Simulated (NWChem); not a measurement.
Species: SnSi$_{2}$H$_{6}$, singlet; SMILES [SiH3][Sn][SiH3]

Program: NWChem. Low-valent species are run as closed-shell singlets; no triplet was tried in these runs. The geometry was optimised at PBE0/def2-SVP. Not confirmed as a minimum by frequencies. def2 effective core potentials on Sn; no spin-orbit coupling. Total energies compare along this basis series because the functional is fixed.

| level | basis functions | energy (Ha) | highest occupied level (eV) | orbital gap (eV) | dipole (D) | relative time |
|---|---|---|---|---|---|---|
| PBE/def2-SVP | 92 | -796.3607 | -5.52 | 1.46 | 1.20 | 1 |
| PBE/def2-SVPD | 128 | -796.3659 | -5.55 | 1.47 | 1.24 | 2 |
| PBE/def2-TZVP | 160 | -796.5721 | -5.55 | 1.47 | 1.32 | 5 |
| PBE/def2-TZVPD | 196 | -796.5729 | -5.57 | 1.47 | 1.32 | 6 |
| PBE/def2-TZVPP | 218 | -796.5733 | -5.55 | 1.47 | 1.32 | 6 |

The last column is a rough cost ratio, cheapest run = 1.
